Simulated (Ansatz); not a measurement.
Two isomers of C2H7NOSi: A = `C[SiH2]C(N)=O`, B = `CN(C)[Si]O`.

Isolated molecules relaxed with PBE0-D4/def2-TZVP in Ansatz; ΔE leaves out vibrations. CCSD(T)/CBS adds triple-zeta CCSD(T) − MP2 to the extrapolated MP2 energy (def2 sets, frozen cores). Functionals use def2-TZVPP. B3LYP here is the variant with VWN-RPA as its local correlation; programs differ in this. One conformer a species, not always the lowest.

Task: Which isomer does CCSD(T)/CBS put lower? Give the gap. (Estimate.)

Result: Ansatz gave: B, by 53.4 kJ/mol.

Task: Give E(B) − E(A) in kJ/mol with B2PLYP, CCSD(T)/def2-TZVPP, LDA (SPW92), CCSD(T)/def2-SVP, B3LYP-D4, ωB97M-V, HF/def2-TZVPP. (An estimate is asked.)

Result: Computed: B2PLYP -42.0, CCSD(T)/def2-TZVPP -53.2, LDA (SPW92) -47.1, CCSD(T)/def2-SVP -34.7, B3LYP-D4 -41.4, ωB97M-V -50.4, HF/def2-TZVPP -30.4. None reverses the order clearly.

Task: Does the order hold for the free energy at 298.15 K (harmonic terms from PBE0-D4)? (Best estimate.)

Result: Computed: Yes: G(B) − G(A) = -34.5 kJ/mol, for one conformer each. Modes under 60 cm⁻¹, often nearly free rotors, make the harmonic entropy too high.

Largest T1 diagnostic: 0.015.

At CCSD(T), def2-SVP lies +18.6 kJ/mol from the extrapolated value and def2-TZVPP +0.1 kJ/mol. From r2SCAN to r2SCAN0 (25 % exact exchange), in def2-TZVPP and without D4, E(B) − E(A) moves by −8.9 kJ/mol.
